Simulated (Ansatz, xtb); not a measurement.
## Ligand exchange: C2H5Br + SiH2(OH)(SiH3) → C2H6O + SiH2(SiH3)Br

Species: C2H5Br `CCBr`, singlet; SiH2(OH)(SiH3) (disilanol), singlet; C2H6O (ethanol) `CCO`, singlet; SiH2(SiH3)Br, singlet. The partners trade Br for OH: C–Br and Si–OH bonds give way to C–OH and Si–Br.

Shapes, held fixed at every level: PBE0-D4/def2-TZVP. Flexible molecules stand in one conformer, not always the lowest. Programs: Ansatz 0.2.0, xtb 6.7.1. The zero-point and thermal change to 298 K, harmonic and unscaled (PBE0-D4/def2-TZVP), is +3.3 kJ/mol.

```csv
level,kind,ΔH(298 K) (kJ/mol),less CCSD(T)/def2-TZVPP
GFN1-xTB,semi-empirical,+45.9,+18.6
HF/def2-SVP,Hartree–Fock,-1.5,-28.8
HF/def2-TZVPP,Hartree–Fock,+21.2,-6.1
SPW92/def2-TZVPP,LDA,+18.0,-9.3
PBE-D4/def2-TZVPP,GGA,+18.8,-8.5
B2PLYP/def2-TZVPP,double hybrid,+27.8,+0.5
MP2/def2-TZVPP,perturbation theory,+30.6,+3.3
CCSD/def2-TZVPP,coupled cluster or CI,+26.4,-0.9
CCSD(T)/def2-TZVPP,coupled cluster or CI,+27.3,0.0
```

The highest level, CCSD(T)/def2-TZVPP, gives ΔH(298 K) = +27.3 kJ/mol; the levels span -1.5 to +45.9. They disagree on the sign: 8 of 9 are positive. The column of differences is taken from that level and isn't an error. No measured value is set beside it here. Relativity is left out for Br unless named. Correlated rows may include outer-core shells of Br, which these sets cover unevenly.
